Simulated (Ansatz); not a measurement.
Basis-set series for `[NH2][Hf]([NH2])([NH2])[Br]`. Total charge 0; spin multiplicity 1. Hf takes the def2 core potential. The structure was optimised at the PBE0-D4/def2-TZVP level. It is one conformer, not always the lowest.

```tsv
functional	basis	functions	energy (Eh)	HOMO (eV)	LUMO (eV)
PBE0-D4	def2-SVP	136	-2789.30757	-7.28	0.02
PBE0-D4	def2-TZVPP	281	-2789.83831	-7.40	-0.10
ωB97M-V	def2-SVP	136	-2789.50741	-9.67	1.36
ωB97M-V	def2-TZVPP	281	-2790.04536	-9.81	1.10
```

**Question.** Give the rows for def2-QZVPP. (Estimate.)

**Answer.** Ansatz gave: 
```csv
functional,basis,functions,energy (Eh),HOMO (eV),LUMO (eV)
PBE0-D4,def2-QZVPP,521,-2789.90196,-7.46,-0.40
ωB97M-V,def2-QZVPP,521,-2790.10641,-9.86,0.49
```

Positive LUMOs are unbound and depend on the basis. Scalar relativity is left out up to krypton.
